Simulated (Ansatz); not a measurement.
`CB[BH][AlH][NH2]` and `CBBO` differ in one atom or group.

Ansatz, PBE0-D4/def2-TZVP geometries, multiplicity 1. Each molecule was computed in one conformer, which needn't be the lowest.

| property | `CB[BH][AlH][NH2]` |
| --- | --- |
| size of the dipole moment (PBE/def2-TZVPP) / D | 0.81 |
| ideal-gas entropy at 298 K and 1 bar (rigid rotor, harmonic PBE0-D4/def2-TZVP) / J/(mol·K) | 378 |
| HOMO–LUMO gap (ωB97M-V/def2-TZVPP) / eV | 9.37 |
| size of the dipole moment (B3LYP/def2-TZVPP) / D | 0.74 |
| LUMO energy (PBE0/def2-TZVPP) / eV | -1.11 |
| HOMO energy (PBE0/def2-TZVPP) / eV | -6.60 |

(1) What does the change do to each property? (Best estimate.)

## Answers

(1) Ansatz gave: 
```tsv
property	`CBBO`	shift
size of the dipole moment (PBE/def2-TZVPP) / D	1.99	1.18
ideal-gas entropy at 298 K and 1 bar (rigid rotor, harmonic PBE0-D4/def2-TZVP) / J/(mol·K)	314	-64
HOMO–LUMO gap (ωB97M-V/def2-TZVPP) / eV	10.22	0.85
size of the dipole moment (B3LYP/def2-TZVPP) / D	1.97	1.23
LUMO energy (PBE0/def2-TZVPP) / eV	-1.40	-0.29
HOMO energy (PBE0/def2-TZVPP) / eV	-7.46	-0.86
```

With PBE0 the HOMO falls by 0.86 eV and the LUMO falls by 0.29 eV, so the gap widens by about 0.57 eV. PBE moves the HOMO by -0.53 eV and ωB97M-V by -1.06 eV. The zero-point energy changes by -48.1 kJ/mol with -9 modes. Dipoles are sizes alone; their direction can turn. Modes under 60 cm⁻¹, often nearly free rotors, make the harmonic entropy too high.

B3LYP here is the variant with VWN-RPA as its local correlation; programs differ in this.
